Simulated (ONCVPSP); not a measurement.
# Sb (Z = 51): one change to an ONCV potential, before and after

```json
{
 "Element": "Sb",
 "Generator": "ONCVPSP 4.0.1",
 "Type": "optimised norm-conserving Vanderbilt (ONCV)",
 "Functional": "LDA (Perdew-Zunger)",
 "Relativity": "scalar-relativistic",
 "Frozen core": "[Kr] 4d10",
 "Valence charge": "5",
 "Reference configuration": "5s2 5p1 (charge +2)",
 "Partial waves": "5s: rc 1.70 bohr, ncon 5, nbas 10, qcut 3.2 1/bohr, 1 projector; 5p: rc 1.70 bohr, ncon 4, nbas 7, qcut 5 1/bohr, 2 projectors, debl 3.2 Ha",
 "Local potential": "polynomial inside 1.60 bohr (lpopt 5, dvloc0 1 Ha)",
 "Core correction": "none"
}
```

All-electron outer shells of the reference configuration (LDA (Perdew-Zunger), scalar-relativistic, ld1.x):

| shell | level (eV) | outermost node (bohr) | outermost maximum (bohr) |
| --- | --- | --- | --- |
| 4p | -120.13 | 0.39 | 0.76 |
| 4d | -51.98 | 0.38 | 0.84 |
| 5s | -29.82 | 0.95 | 1.83 |
| 5p | -20.41 | 1.03 | 2.16 |

Change: local potential polynomial inside 1.60 bohr (lpopt 5, dvloc0 0 Ha).

Cutoffs: the cutoffs (Ha) at which the residual kinetic energy of the hardest occupied pseudo-wave falls to 1 and 0.1 mHa per electron; they do not see the model core or the augmentation charge, which bear on the density cutoff. Errors are all-electron minus pseudo energies relative to the spin-unpolarised reference configuration.

Task: What does the change do?

Result: The potential gets neither clearly harder nor softer (42 Ha and 95 Ha → 42 Ha and 95 Ha); both files keep a bound ghost (p, s); of the 4 tests that both files solve, the error grows in 3 and shrinks in 0 by more than 15 % and 0.3 meV (median size 23.6 → 34.7 meV).

```tsv
quantity	base	changed
cutoff, loose	42 Ha	42 Ha
cutoff, tight	95 Ha	95 Ha
bound ghosts	s, p	s, p
GHOST(+) flags under 300 eV	none	none
error for 5s2 5p3, meV [ΔE -24.77 eV]	+25	+40
error for 5s2 5p2, meV [ΔE -16.25 eV]	+12	+18
error for 5s2 5p0, meV [ΔE 24.79 eV]	+22	+30
error for 5s1 5p4, meV [ΔE -16.56 eV]	+47	+50
s: phases at 1.72 bohr within 0.05 rad from the reference energy up to (Ha; the scan ends near 5)	3.4	2.8
p: phases at 1.72 bohr within 0.05 rad from the reference energy up to (Ha; the scan ends near 5)	to the end of the scan	to the end of the scan
```

 A true bound ghost makes a file unfit for plane-wave use even where its test errors are small: the radial tests pick states by their node count and pass the ghost by.
